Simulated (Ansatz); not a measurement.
Reaction (isomerisation): `C[SiH](S)CF` → `C[Si](C)(F)S`

Isolated molecules relaxed with PBE0-D4/def2-TZVP in Ansatz; ΔE leaves out vibrations. CCSD(T)/CBS adds triple-zeta CCSD(T) − MP2 to the extrapolated MP2 energy (def2 sets, frozen cores). DFT in def2-TZVPP. One conformer a species, not always the lowest.

CCSD(T)/CBS gives -2.73 eV.

Q: Another level gave -2.51 eV. Which?
A. revPBE-D4/def2-TZVPP
B. B2PLYP/def2-TZVPP
C. ωB97X-V/def2-TZVPP
D. r2SCAN0/def2-TZVPP

A: A. revPBE-D4 -2.51, ωB97X-V -2.61, r2SCAN0 -2.73, B2PLYP -2.68 eV.

Q: What do rigid-rotor, harmonic-oscillator terms from PBE0-D4/def2-TZVP frequencies (298.15 K, 1 bar) make of the CCSD(T)/CBS value? (Estimate.)

A: The calculation gave: ΔZPE = +0.03 eV, ΔH = -2.69 eV, ΔS = 3 J/(mol·K), ΔG = -2.70 eV.

Largest T1 diagnostic among the species: 0.011.

From BLYP to BHLYP (50 % exact exchange), in def2-TZVPP and without D4, ΔE moves by −0.16 eV. At CCSD(T), def2-SVP lies +0.27 eV from the extrapolated value and def2-TZVPP +0.04 eV. Leaving LDA and LC-ωPBE aside and taking each functional with its dispersion term where it has one, the values, not all of them listed here, spread over 0.23 eV, from B97M-V to revPBE-D4. LDA lies −0.06 eV from PBE without D4.
